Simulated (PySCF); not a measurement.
## Polarisability and C₆ of Co²⁺ (cobalt, charge +2)

[Ar] 3d7, high-spin 4F determinant. Computed with PySCF 2.14 in aug-cc-pwCVTZ, with no relativity, point nucleus. Coupled (time-dependent) response in atomic units; α is the mean over directions.

```tsv
method	mean α (bohr³)	C₆ (like pair)	S(−4)
PBE0	3.333	9.511	5.836
```

S(−4) is the Cauchy moment in α(ω) = α(0) + S(−4) ω² + …

α(iu) at PBE0:

| u (hartree) | α(iu) (bohr³) |
| --- | --- |
| 0 | 3.333 |
| 0.0500 | 3.319 |
| 0.100 | 3.277 |
| 0.200 | 3.127 |
| 0.300 | 2.926 |
| 0.500 | 2.509 |
| 0.750 | 2.080 |
| 1.00 | 1.756 |
| 1.50 | 1.303 |
| 2.00 | 1.006 |
| 3.00 | 0.6523 |
| 5.00 | 0.3390 |

A single London oscillator, α(iu) = α/(1 + u²/ω²), gives C₆ = (3/4) ω α². Matching the computed C₆ needs ω = 4 × 9.511 / (3 × 3.333²) = 1.14 hartree.

For an ion, C₆ is the dispersion term alone; charge-induced terms of lower order in 1/R come first.
